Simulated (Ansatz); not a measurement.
Ansatz (an electronic-structure program) job for CH3Be, SMILES [CH3][Be+], charge +1, CAM-B3LYP/def2-TZVPD. The structure is a stationary point at B3LYP-D3(BJ)/def2-TZVPD. The multiplicity is an assumed one; other spin states were not compared. The isomer is the one that the SMILES or the coordinates give; other isomers of the formula were not compared.

Ansatz 0.2 input:
```yaml
crystal:
  periodic: [false, false, false]
  atoms:
    - {symbol: Be, position_ang: [0.00000000, -0.00000000, -1.22817976]}
    - {symbol: C, position_ang: [0.00000000, -0.00000000, 0.42547359]}
    - {symbol: H, position_ang: [0.89441088, 0.51638836, 0.78662583]}
    - {symbol: H, position_ang: [-0.00000001, -1.03277672, 0.78662583]}
    - {symbol: H, position_ang: [-0.89441087, 0.51638836, 0.78662582]}
basis:
  gaussian:
    orbitals: def2-TZVPD
hamiltonian:
  xc: {name: CAM-B3LYP}
total_charge: 1
```

Log of the run:

```
WARN ansatz: RAYON_NUM_THREADS=1 ignored (pool sized by the plan → 1); use --threads N
Functional definition: CAM-B3LYP
integrals: 0.01 GiB planned
484 factors; their error is unknown
integrals: 0.05 GiB planned
255 factors; integrals over basis functions are off by at most 2.2e-5 eV
mean field: 0.20 GiB planned
mean field evaluation 1: about -1463.8335 eV, gradient 7.7e1 eV
mean field evaluation 2: about -1454.8046 eV, gradient 8.1e1 eV
mean field evaluation 4: about -1476.8131 eV, gradient 1.2e0 eV
mean field evaluation 8: about -1476.8054 eV, gradient 2.8e-2 eV
mean field -1476.80538270 eV, -54.2715967995 hartree, gradient 7.8e-5 eV, S^2 0.000000; 0 other end points of the search recorded, 0 dependent functions left out
reference -1476.80548088 eV, -54.2716004078 hartree; 6, 6 occupied and 80, 80 virtual orbitals, 484 factors
Total energy: -1476.80548088 eV, -54.2716004078 hartree
```

The run converged.
